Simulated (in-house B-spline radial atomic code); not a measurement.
Response of Ga3+ as one setting changes: the share of exact exchange in a PBE hybrid. A dash marks a strongly mixed or unbound state. Computed with a B-spline radial code for spherical atoms: linear response of the closed shell [Ar] 3d10 with the functional's adiabatic kernel; scalar-relativistic (spin-free one-electron X2C), finite nucleus, no spin-orbit coupling, no double excitations, S, P, D and F terms only. Only terms of natural parity with L up to 3 were computed.

| share of exact exchange in a PBE hybrid | lowest 1P (eV) | lowest 3P, Tamm-Dancoff (eV) | minus highest occupied level (eV) | α (bohr³) |
| --- | --- | --- | --- | --- |
| 0 | 3d → 4p 26.090 | 3d → 4p 24.716 | 52.48 | 1.495 |
| 0.1 | 3d → 4p 26.672 | 3d → 4p 25.276 | 53.83 | 1.46 |
| 0.2 | 3d → 4p 27.256 | 3d → 4p 25.838 | 55.20 | 1.426 |
| 0.3 | 3d → 4p 27.840 | 3d → 4p 26.401 | 56.57 | 1.394 |
| 0.4 | ? | ? | ? | ? |
| 0.5 | 3d → 4p 29.013 | 3d → 4p 27.530 | 59.33 | 1.335 |
| 0.6 | 3d → 4p 29.600 | 3d → 4p 28.095 | 60.73 | 1.307 |
| 0.7 | 3d → 4p 30.19 | 3d → 4p 28.661 | 62.13 | 1.28 |
| 0.8 | ? | ? | ? | ? |
| 0.9 | 3d → 4p 31.37 | 3d → 4p 29.795 | 64.96 | 1.23 |
| 1 | 3d → 4p 31.96 | 3d → 4p 30.36 | 66.39 | 1.207 |

Task: What belongs in the row for 0.8?

Result: lowest 1P (eV): 3d → 4p 30.78; lowest 3P, Tamm-Dancoff (eV): 3d → 4p 29.228; minus highest occupied level (eV): 63.54; α (bohr³): 1.254.

Task: What belongs in the row for 0.4?

Result: lowest 1P (eV): 3d → 4p 28.426; lowest 3P, Tamm-Dancoff (eV): 3d → 4p 26.965; minus highest occupied level (eV): 57.95; α (bohr³): 1.364.
